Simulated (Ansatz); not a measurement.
Single points on GaSn6⁺.

```yaml
crystal:
  periodic: [false, false, false]
  atoms:
    - {symbol: Ga, position_ang: [0.089054, 2.469619, -2.557688]}
    - {symbol: Sn, position_ang: [-1.734275, 0.462145, -1.036209]}
    - {symbol: Sn, position_ang: [0.353441, -1.611728, -0.827289]}
    - {symbol: Sn, position_ang: [-1.654915, -1.795368, 1.409957]}
    - {symbol: Sn, position_ang: [-0.369332, 0.922949, 1.538782]}
    - {symbol: Sn, position_ang: [1.523934, -1.380082, 1.936487]}
    - {symbol: Sn, position_ang: [1.792093, 0.932475, -0.464059]}
basis:
  gaussian: {orbitals: def2-TZVP, initial_orbitals: start.molden}
total_charge: 1
hamiltonian: {xc: pbe, dispersion: d4}
scf: {omitted_lower_state_checks: [starts]}
output: {forces: true, orbitals: {seedname: orbitals}}
```

The file start.molden holds the orbitals of an earlier run on this structure, at another level or in another basis.

```sh
$ ansatz run in.yaml --threads 4 --pin off --events-out ev --progress --plain --max-ram 4787MiB
```

Output, abridged:

```
Functional definition: PBE
2696 factors; their error is unknown
mean field evaluation 1: about -87360.5733 eV, gradient 1.2e1 eV
mean field evaluation 2: about -87360.7919 eV, gradient 2.5e-1 eV
mean field evaluation 4: about -87360.7679 eV, gradient 1.1e-3 eV
mean field -87360.76789692 eV, -3210.4490049567 hartree, gradient 1.3e-5 eV, S^2 0.000000; 0 other end points of the search recorded, 0 dependent functions left out
reference -87360.76794585 eV, -3210.4490067545 hartree; 81, 81 occupied and 267, 267 virtual orbitals, 2696 factors
Total energy: -87361.49359108 eV, -3210.4756737250 hartree
Atom 0 at     0.089054     2.469619    -2.557688 Å, force    -0.007457    -0.208453     0.212791 eV/Å
Atom 1 at    -1.734275     0.462145    -1.036209 Å, force     0.242696     0.038059     0.037892 eV/Å
Atom 2 at     0.353441    -1.611728    -0.827289 Å, force    -0.067362     0.194159     0.221369 eV/Å
Atom 3 at    -1.654915    -1.795368     1.409957 Å, force     0.132251     0.128904    -0.100849 eV/Å
Atom 4 at    -0.369332     0.922949     1.538782 Å, force     0.056685    -0.230550    -0.182716 eV/Å
Atom 5 at     1.523934    -1.380082     1.936487 Å, force    -0.122813     0.100549    -0.148065 eV/Å
Atom 6 at     1.792093     0.932475    -0.464059 Å, force    -0.234000    -0.022668    -0.040422 eV/Å
Dipole moment:     0.015341     0.417940    -0.431108 e Å
Checks for a lower state left out: starts
```

It took 9.5 s on 4 threads of Arm Neoverse V2 on a shared host, peak host memory 0.97 GiB.

The first input with `gaussian: {orbitals: def2-SVP, initial_orbitals: start.molden}`, `correlation: {method: mp2}`, `output: {orbitals: {seedname: orbitals}}` and without the key `hamiltonian` (abridged; 9.5 s):

```
Functional definition: HF
mean field -87159.44809308 eV, -3203.0506386249 hartree, gradient 3.0e-6 eV, S^2 0.000000; unrestricted orbitals would lower it
33 core orbitals not correlated: weight in the atoms' cores, before any rotation towards them, 1.000 or more for the frozen orbitals, at most 0.000 for the correlated occupied ones
second order -23.38069470 eV of doubles, -0.00000000 eV of singles
Total energy: -87182.82878778 eV, -3203.9098633071 hartree
Checks for a lower state left out: starts
```

As the first input, with `hamiltonian: {xc: {name: BLYP}, dispersion: d4}`, `output: {orbitals: {seedname: orbitals}}` (abridged; 9 s):

```
Functional definition: BLYP
mean field -87362.13310399 eV, -3210.4991753909 hartree, gradient 2.4e-5 eV, S^2 0.000000
Total energy: -87363.53897341 eV, -3210.5508401393 hartree
Checks for a lower state left out: starts
```

First input, but with `hamiltonian: {xc: pbe0, dispersion: d4}`, `output: {orbitals: {seedname: orbitals}}` (abridged; 27 s):

```
Functional definition: PBE0
the host lacks memory for fits, so the integrals are decomposed
mean field -87362.28882796 eV, -3210.5048981412 hartree, gradient 4.2e-5 eV, S^2 0.000000
Total energy: -87362.92406713 eV, -3210.5282427502 hartree
Checks for a lower state left out: starts
```

The first input with `gaussian: {orbitals: def2-SVP, initial_orbitals: start.molden}`, `output: {orbitals: {seedname: orbitals}}` (abridged; 3.8 s):

```
Functional definition: PBE
mean field -87353.02033035 eV, -3210.1642871366 hartree, gradient 1.8e-5 eV, S^2 0.000000
Total energy: -87353.74601570 eV, -3210.1909555814 hartree
Checks for a lower state left out: starts
```

The first input with `gaussian: {orbitals: def2-SVP, initial_orbitals: start.molden}`, `hamiltonian: {xc: pbe0, dispersion: d4}`, `output: {orbitals: {seedname: orbitals}}` (abridged; 8.5 s):

```
Functional definition: PBE0
mean field -87354.59685955 eV, -3210.2222235161 hartree, gradient 2.1e-5 eV, S^2 0.000000
Total energy: -87355.23209137 eV, -3210.2455678549 hartree
Checks for a lower state left out: starts
```

The first input with `gaussian: {orbitals: def2-SVP, initial_orbitals: start.molden}`, `hamiltonian: {xc: pbe}`, `correlation: {method: rpa}` and without the key `output` (abridged; 13 s):

```
Functional definition: PBE
mean field -87353.02031005 eV, -3210.1642863906 hartree, gradient 7.4e-6 eV, S^2 0.000000
33 core orbitals not correlated: weight in the atoms' cores, before any rotation towards them, 1.000 or more for the frozen orbitals, at most 0.000 for the correlated occupied ones
Total energy: -87190.94783653 eV, -3204.2082328454 hartree
Checks for a lower state left out: starts
```

Geometry: B3LYP-D4/def2-SVP.

In the def2 sets Sn takes a core potential; there is no spin–orbit coupling. Correlated methods freeze 33 core orbitals; core or outer-core shells of Ga, Sn are correlated, in sets that lack core-valence functions. The restricted singlet is unstable towards broken spin symmetry in Hartree–Fock (as tested in another run); at PBE-D4/def2-TZVP, BLYP-D4/def2-TZVP, PBE0-D4/def2-TZVP, PBE0-D4/def2-SVP this wasn't settled. At MP2/def2-SVP the restricted singlet (for correlated methods, its reference) is unstable: a solution with broken spin symmetry lies lower. The structure comes from a short search, and lower isomers may exist.
